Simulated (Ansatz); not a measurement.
## Abstraction of H: AlH(CH3)(SH) + Ga(SH)2 → Al(CH3)(SH) + GaH(SH)2

Species: AlH(CH3)(SH), singlet; Ga(SH)2, doublet; Al(CH3)(SH), doublet; GaH(SH)2, singlet. A radical takes H: the energy is the difference in strength between the Al–H bond broken and the Ga–H bond made.

Shapes, held fixed at every level: PBE0-D4/def2-TZVP. Flexible molecules stand in one conformer, not always the lowest. Programs: Ansatz 0.2.0. Electronic energies: no zero-point or thermal term.

```
               level                    kind  ΔE (kJ/mol)  less CCSD(T)/def2-TZVPP  CPU time (sum over the molecules)
      MP2/def2-TZVPP     perturbation theory        +12.3                     -3.4                                  –
r2SCAN-D4/def2-TZVPP                meta-GGA        +15.0                     -0.7                               42 s
 B3LYP-D4/def2-TZVPP           global hybrid        +22.2                     +6.5                               41 s
  PBE0-D4/def2-TZVPP           global hybrid        +13.6                     -2.1                               28 s
  wB97M-V/def2-TZVPP  range-separated hybrid        +27.5                    +11.8                            1.7 min
   B2PLYP/def2-TZVPP           double hybrid        +21.4                     +5.7                               51 s
     CCSD/def2-TZVPP   coupled cluster or CI        +16.4                     +0.7                                  –
  CCSD(T)/def2-TZVPP   coupled cluster or CI        +15.7                      0.0                            3.2 min
```

The highest level, CCSD(T)/def2-TZVPP, gives ΔE = +15.7 kJ/mol; the levels span +12.3 to +27.5. The column of differences is taken from that level and isn't an error. No measured value is set beside it here. Open shells run unrestricted. Relativity is left out for Ga. Outer-core shells of Ga are correlated in most correlated rows, in sets that cover them unevenly. Times are processor times on shared x86 and Arm servers, and rough.
